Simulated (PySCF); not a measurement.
Species: Cl2HSi(SH), Cl2H2SSi.
Cartesian coordinates in Å at the PBE0-D3(BJ)/def2-TZVP level; atoms count from 1:
```xyz
6
Cl2H2SSi angstrom
S      1.0949   -0.7607   -1.1065
Si    -0.3573   -0.0297    0.2432
Cl    -2.0453   -1.1058   -0.1237
Cl    -0.7246    1.9591   -0.0366
H      2.0294    0.1062   -0.6746
H      0.0260   -0.1966    1.6559
```

Computed with PySCF at wB97X-D/pcSseg-2, non-relativistic, on one gas-phase PBE0-D3(BJ)/def2-TZVP geometry that isn't relaxed in the solvent. The solvent is an IEF-PCM continuum (Bondi radii, 1.10 Å for H, scaled by 1.2). The model holds no explicit solvent molecules, cavitation or dispersion.

Gas phase at wB97X-D/pcSseg-2: HOMO -10.05 eV, LUMO 1.41 eV, dipole 1.70 D.

Task: What does the continuum do to the energy, the frontier levels and the dipole at wB97X-D/pcSseg-2 in chloroform?

Result: 
```json
{"solvent": "chloroform", "ε": "4.711", "E(solvent) − E(gas) (kJ/mol)": "-8.54", "polarisation term (kJ/mol)": "-9.69", "distortion of the solute (kJ/mol)": "1.15", "HOMO (eV)": "-9.90", "LUMO (eV)": "1.61", "dipole (D)": "2.14"}
```

The polarisation term is half the interaction of the solute with the surface charges that it induces; the rest is the cost of distorting the solute's density. The sum is the electrostatic part of solvation alone.

Task: Which radius a makes the point-dipole formula ΔE = −[(ε − 1)/(2ε + 1)]·μ²/a³ give the value in chloroform, with the gas-phase dipole?

Result: μ = 0.669 au and |ΔE| = 0.00325 Eh give a = 1.94 Å; the farthest nucleus lies 2.33 Å from the centroid of the nuclei, so such a sphere wouldn't even hold the nuclei. The formula assumes a rigid point dipole at the centre of a sphere.

Task: Give the dipole vector in the frame of the coordinates (D, pointing from negative to positive charge), gas and chloroform.

Result: Gas (1.45, 0.19, 0.88), solvent (1.81, 0.27, 1.12). Its length changes by +26 % and its direction by less than 1°.

The pairwise dispersion term of wB97X-D wasn't added to the energies; at a given geometry it leaves orbitals and properties as they are.
